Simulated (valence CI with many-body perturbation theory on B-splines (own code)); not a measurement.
E1 transitions of Ta⁴¹⁺

Calculated by valence CI with perturbative core correlation (CI+MBPT): four valence electrons over a frozen Dirac-Fock core [Ar] 3d10, radial functions for each j: 11 s, 11 p, 10 d, 8 f, 5 g, 2 h, with the one-electron correlation potential Σ1 (screened to all orders), the two-electron term Σ2, the three-electron term Σ3, Breit, model QED; selected single and double excitations, second order for the rest, scaled by the run's own slope (own B-spline code, finite nucleus).

No measured spectrum was set against this ion. As an estimate, large intervals hold to a few tenths of a per cent, small ones and those within an open d or f shell to about a per cent. Among the levels kept, up to 390 cm⁻¹ of a level comes from second order outside the variational space, and about a tenth of that is noise between levels of different J, which matters for small intervals.

Lines 51 to 100 of 553 in falling wavelength, among levels below 46.503 Ry, chosen from the strongest by gf and those to the six lowest levels. Wavelengths and rates use the calculated energies. Electric multipoles are in the length gauge with retardation, E1 and E2 with the static RPA response of the core. Weak lines are less certain than strong ones. Lines between different terms over intervals too small for the method are left out, as are lines whose strength nearly cancels. Where a level lies close to another of its J and parity, the split of strength between their lines is uncertain. The highest levels of a list are the least certain.

Levels are named by their leading jj configuration (3d3/2^4 stands for four electrons in 3d with j = 3/2), which in mixed levels can hold well under half, so a name can repeat and another be missing. Letters in brackets count levels of one name in rising energy.

```
λ vac (Å)                           Upper                           Lower   A (s⁻¹)  S (a.u.)
    117.4             (4p1/2 4p3/2^3) J=2                (4s 4p3/2^3) J=2  2.05e+10  8.19e-02
    117.0  (4s 4p1/2 4p3/2 4f7/2) J=4 [d]          (4s 4p3/2^2 4d5/2) J=5  1.22e+10  8.71e-02
    116.2             (4p1/2 4p3/2^3) J=1                (4s 4p3/2^3) J=2  2.97e+10  6.90e-02
    115.4      (4s 4p1/2 4p3/2^2) J=2 [b]              (4s^2 4p3/2^2) J=2  2.02e+10  7.66e-02
    115.4           (4p1/2^2 4p3/2^2) J=2          (4s 4p1/2 4p3/2^2) J=3  4.19e+10  1.59e-01
    115.1  (4s 4p1/2 4p3/2 4f7/2) J=5 [c]          (4s 4p3/2^2 4d5/2) J=5  2.04e+10  1.69e-01
    114.9          (4s 4p1/2^2 4p3/2) J=1          (4s^2 4p1/2 4p3/2) J=1  8.11e+09  1.82e-02
    113.8      (4s 4p1/2 4p3/2^2) J=1 [b]              (4s^2 4p3/2^2) J=2  1.67e+10  3.65e-02
    112.8       (4p1/2^2 4p3/2 4d5/2) J=4      (4s 4p1/2 4p3/2 4d5/2) J=5  5.00e+10  3.19e-01
    111.4       (4p1/2^2 4p3/2 4d3/2) J=2  (4s 4p1/2 4p3/2 4d3/2) J=3 [a]  2.07e+10  7.07e-02
    111.2       (4p1/2^2 4p3/2 4d5/2) J=3  (4s 4p1/2 4p3/2 4d5/2) J=4 [b]  1.80e+10  8.55e-02
    110.5      (4s 4p1/2^2 4f7/2) J=3 [a]      (4s 4p1/2 4p3/2 4d3/2) J=4  1.49e+10  6.96e-02
    109.0  (4s 4p1/2 4p3/2 4d3/2) J=2 [e]          (4s^2 4p3/2 4d3/2) J=3  2.29e+10  7.34e-02
    103.9       (4p1/2^2 4p3/2 4d5/2) J=4  (4s 4p1/2 4p3/2 4d5/2) J=4 [a]  2.22e+10  1.10e-01
    103.4       (4p1/2^2 4p3/2 4d3/2) J=1  (4s 4p1/2 4p3/2 4d3/2) J=2 [a]  3.57e+10  5.84e-02
    103.2      (4s 4p1/2^2 4f7/2) J=3 [b]      (4s 4p1/2 4p3/2 4d3/2) J=4  2.21e+10  8.41e-02
    86.69  (4s 4p1/2 4d3/2 4d5/2) J=4 [b]  (4s 4p1/2 4p3/2 4d5/2) J=4 [b]  1.94e+10  5.60e-02
    85.28          (4s^2 4p1/2 4d3/2) J=2          (4s^2 4p1/2 4p3/2) J=2  8.46e+09  1.29e-02
    82.89          (4s^2 4p1/2 4d3/2) J=2          (4s^2 4p1/2 4p3/2) J=1  6.47e+08  9.10e-04
    82.67          (4s^2 4p3/2 4d3/2) J=1              (4s^2 4p3/2^2) J=0  2.04e+08  1.71e-04
    82.19          (4s 4p1/2^2 4d3/2) J=1          (4s 4p1/2^2 4p3/2) J=2  6.65e+09  5.47e-03
    80.53          (4s 4p1/2^2 4d3/2) J=2          (4s 4p1/2^2 4p3/2) J=2  2.35e+10  3.03e-02
    79.47      (4s 4p1/2 4d3/2 4d5/2) J=5      (4s 4p1/2 4p3/2 4d5/2) J=5  2.21e+10  6.01e-02
    78.51          (4s^2 4p3/2 4d3/2) J=2              (4s^2 4p3/2^2) J=2  9.06e+08  1.08e-03
    77.94          (4s^2 4p3/2 4d3/2) J=1              (4s^2 4p3/2^2) J=2  2.46e+09  1.73e-03
    77.34          (4s^2 4p3/2 4d3/2) J=3              (4s^2 4p3/2^2) J=2  2.56e+09  4.09e-03
    76.02          (4s^2 4p1/2 4d3/2) J=1          (4s^2 4p1/2 4p3/2) J=2  1.20e+09  7.79e-04
    75.44  (4s 4p1/2 4p3/2 4f7/2) J=4 [d]  (4s 4p1/2 4p3/2 4d5/2) J=3 [c]  2.99e+10  5.70e-02
    75.35      (4s 4p1/2 4p3/2^2) J=2 [a]          (4s^2 4p1/2 4p3/2) J=2  3.84e+09  4.05e-03
    74.74       (4p1/2^2 4p3/2 4d5/2) J=2           (4p1/2^2 4p3/2^2) J=2  4.24e+10  4.36e-02
    74.60  (4s 4p1/2 4p3/2 4f7/2) J=5 [c]  (4s 4p1/2 4p3/2 4d5/2) J=4 [c]  1.83e+10  4.13e-02
    74.29          (4s^2 4p3/2 4d5/2) J=2              (4s^2 4p3/2^2) J=2  2.26e+10  2.29e-02
    74.28          (4s 4p1/2^2 4d5/2) J=2          (4s 4p1/2^2 4p3/2) J=1  6.04e+10  6.11e-02
    74.11          (4s^2 4p1/2 4d3/2) J=1          (4s^2 4p1/2 4p3/2) J=1  2.22e+09  1.34e-03
    73.93      (4s 4p1/2^2 4f7/2) J=3 [a]          (4s 4p1/2^2 4d5/2) J=2  4.24e+10  5.93e-02
    73.86          (4s^2 4d3/2 4d5/2) J=4          (4s^2 4p3/2 4d3/2) J=3  2.39e+10  4.28e-02
    73.85  (4s 4p1/2 4p3/2 4d5/2) J=3 [a]          (4s 4p1/2 4p3/2^2) J=3  4.00e+10  5.56e-02
    73.48      (4s 4p1/2 4p3/2^2) J=2 [a]          (4s^2 4p1/2 4p3/2) J=1  1.02e+10  1.00e-02
    72.99          (4s^2 4p1/2 4d5/2) J=3          (4s^2 4p1/2 4p3/2) J=2  5.38e+10  7.23e-02
    72.26      (4s 4p1/2 4d5/2^2) J=1 [b]      (4s 4p1/2 4p3/2 4d5/2) J=0  1.08e+11  6.04e-02
    72.19  (4s 4p1/2 4p3/2 4f5/2) J=5 [b]  (4s 4p1/2 4p3/2 4d5/2) J=4 [c]  5.17e+10  1.06e-01
    72.19  (4s 4p1/2 4d3/2 4d5/2) J=4 [b]          (4s^2 4p1/2 4f5/2) J=3  3.26e+10  5.44e-02
    71.83      (4s^2 4p3/2 4f5/2) J=4 [b]          (4s^2 4p3/2 4d5/2) J=3  4.02e+10  6.62e-02
    71.72      (4s 4p1/2 4d5/2^2) J=1 [b]  (4s 4p1/2 4p3/2 4d5/2) J=1 [c]  1.71e+11  9.35e-02
    71.62  (4s 4p1/2 4p3/2 4f7/2) J=2 [c]  (4s 4p1/2 4p3/2 4d5/2) J=1 [b]  1.68e+11  1.52e-01
    71.60  (4s 4p1/2 4d3/2 4d5/2) J=3 [a]  (4s 4p1/2 4p3/2 4d3/2) J=3 [a]  3.76e+10  4.77e-02
    71.31          (4s 4p1/2^2 4f7/2) J=4          (4s 4p1/2^2 4d5/2) J=3  8.66e+10  1.40e-01
    71.22  (4s 4p1/2 4d3/2 4d5/2) J=4 [a]  (4s 4p1/2 4p3/2 4d3/2) J=3 [a]  9.66e+10  1.55e-01
    71.21      (4s 4p1/2 4d3/2 4d5/2) J=5      (4s 4p1/2 4p3/2 4d3/2) J=4  6.77e+10  1.33e-01
    71.17  (4s 4p1/2 4d3/2 4d5/2) J=3 [c]  (4s 4p1/2 4p3/2 4d3/2) J=2 [c]  4.97e+10  6.19e-02
```
